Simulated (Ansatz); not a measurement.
C$_{2}$H$_{7}$BClNSi, SMILES `BN(C=C)[SiH2]Cl`, relaxed with RKS PBE0-D4/def2-TZVP in the Gaussian-basis code of Ansatz from a PBE-D4/def2-SVP geometry. The force threshold is 0.005 eV/Å; the program also tests the step.

The species carries charge 0 and has multiplicity 1.

Start:

```xyz
13

B    -0.771   -1.354    1.211
N    -0.209   -0.358    0.363
C     1.193   -0.286    0.159
C     1.836    0.511   -0.715
Si   -1.292    0.853   -0.385
Cl   -1.348    0.624   -2.453
H    -0.024   -2.137    1.766
H    -1.975   -1.396    1.364
H     1.756   -0.978    0.808
H     2.933    0.480   -0.767
H     1.318    1.186   -1.413
H    -2.662    0.634    0.157
H    -0.756    2.220   -0.095
```

Task: How much energy does the relaxation release, and in how many steps? (Estimate.)

Result: The calculation gave: 1.79 kcal/mol, in 10 steps, 1 of them rejected.

Task: Which bonds change most? (Estimate.)

Result: Ansatz gave: N2–Si5 from 1.788 to 1.751 Å; Si5–Cl6 from 2.081 to 2.052 Å; B1–H7 from 1.216 to 1.196 Å; B1–H8 from 1.214 to 1.194 Å.

Task: Give the relaxed structure. (Best estimate.)

Result: Ansatz gave: 
```xyz
13

B    -0.764   -1.342    1.188
N    -0.212   -0.344    0.358
C     1.181   -0.285    0.156
C     1.822    0.521   -0.681
Si   -1.269    0.837   -0.385
Cl   -1.394    0.546   -2.413
H    -0.029   -2.120    1.723
H    -1.948   -1.384    1.341
H     1.730   -0.993    0.769
H     2.900    0.478   -0.740
H     1.319    1.226   -1.333
H    -2.614    0.666    0.189
H    -0.722    2.194   -0.171
```
